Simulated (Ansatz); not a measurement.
Relaxation of Cd₂Se with RKS PBE-D4/def2-TZVP.

```sh
$ ansatz run in.yaml --threads 4 --pin off --events-out ev --progress --plain --max-ram 3916MiB
```

```yaml
crystal:
  periodic: [false, false, false]
  atoms:
    - {symbol: Cd, position_ang: [-1.834410, 0.486260, -1.552180]}
    - {symbol: Cd, position_ang: [1.834390, -0.489680, 1.551610]}
    - {symbol: Se, position_ang: [0.000020, 0.003430, 0.000570]}
basis:
  gaussian: {orbitals: def2-TZVP}
hamiltonian: {xc: pbe, dispersion: d4}
scf: {lower_state_search: "off"}
output: {orbitals: {seedname: orbitals}}
relax: {f_tol: 0.02, max_steps: 100}
```

Run time 2.5 s (4 threads of Arm Neoverse V2 on a shared host).

Positions (Å) and forces (eV/Å) at steps 1, 3 of 3:

```xyz
3
step=1 energy=-74471.4704 eV
Cd   -1.834    0.486   -1.552   -0.459    0.122   -0.389
Cd    1.834   -0.490    1.552    0.455   -0.121    0.385
Se    0.000    0.003    0.001    0.005    0.000    0.004
3
step=3 energy=-74471.5142 eV
Cd   -1.892    0.502   -1.601    0.004   -0.001    0.003
Cd    1.892   -0.504    1.600   -0.004    0.002   -0.004
Se    0.000    0.002    0.000    0.001   -0.001    0.000
```

In the def2 sets Cd takes a core potential; there is no spin–orbit coupling. The order of the spin states hangs on the level: the triplet lies 0.12 eV below the singlet at PBE0-D4/def2-TZVP, but 0.15 eV above it at PBE-D4/def2-TZVP. The structure comes from a short search, and lower isomers may exist.
